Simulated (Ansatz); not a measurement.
The cluster W3, relaxed as a triplet with UKS PBE-D4/def2-TZVP in Ansatz, starting from the PBE-D4/def2-TZVP geometry of the neutral singlet. Force threshold 0.02 eV/Å.

In the def2 sets W takes a core potential; there is no spin–orbit coupling. The relaxation made no stability test and no search for a lower SCF solution. The structure comes from a short search, and lower isomers may exist.

Start:

```xyz
3

W    -0.464   -0.746    1.044
W    -0.730    0.356   -1.097
W     1.194    0.390    0.053
```

```
step  energy (eV)  largest force component (eV/Å)  SCF passes
   1   -5476.4243                           2.132          30
   2   -5476.5184                           2.185          38
   3   -5476.6379                           0.077          35
   4   -5476.6380                           0.001          28
```

Force components are those of the run's own axes.

End:

```xyz
3

W    -0.503   -0.728    0.986
W    -0.755    0.316   -1.042
W     1.258    0.411    0.056
```

By distances, no bond broke or formed. The bond that changes most is W1–W2, from 2.42 to 2.29 Å (atoms count from 1).

No frequencies were taken in this run, so the end may be a saddle point.

Run time 8.5 s (4 threads of Arm Neoverse V2 on a shared host).
